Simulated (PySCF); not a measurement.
BeCl2, charge -1, doublet, at a GFN2-xTB geometry (such geometries of metal compounds can be far from the true shape) (a state made from the parent by changing its charge; the spin is typed, not shown lowest) (in this run its highest filled SCF level lies above zero, so its values depend strongly on the basis, on diffuse functions most of all). Base run: R2SCAN/6-31G* (PySCF).

PySCF was given this input:
```python
from pyscf import gto, scf, dft

mol = gto.M(
    atom='''
Be    0.635239   -0.523753    0.528734
Cl    1.121774    0.355638   -1.208482
Cl   -1.271243   -0.232401    1.084074
''',
    basis='6-31g*',
    charge=-1,
    spin=1,
    verbose=4,
    symmetry=True,
)

mf = dft.UKS(mol)
mf.xc = 'r2scan'
mf.kernel()
mf.analyze()
```

The base run was repeated with changes; each row names its change, and settings that it needs were set with it.

```tsv
change	ΔE vs base (eV)	point group used	SCF cycles
base	0.00	C2v	9
irrep_nelec = A1:(9, 8) A2:(3, 2) B1:(1, 2) B2:(7, 7)	20.27	C2v	9
symmetry_subgroup = Cs	0.00	Cs	9
irrep_nelec = A1:(8, 8) A2:(2, 2) B1:(3, 2) B2:(7, 7)	2.34	C2v	9
irrep_nelec = A1:(9, 8) A2:(3, 2) B1:(2, 2) B2:(6, 7)	19.54	C2v	9
symmetry = off	0.00	C1	9
symmetry_subgroup = C2	0.00	C2	9
irrep_nelec = A1:(9, 8) A2:(1, 2) B1:(2, 2) B2:(8, 7)	9.42	C2v	9
```

Open shells are given as the SCF converged; they aren't shown to be the lowest states, and a large step between rows can be another state.
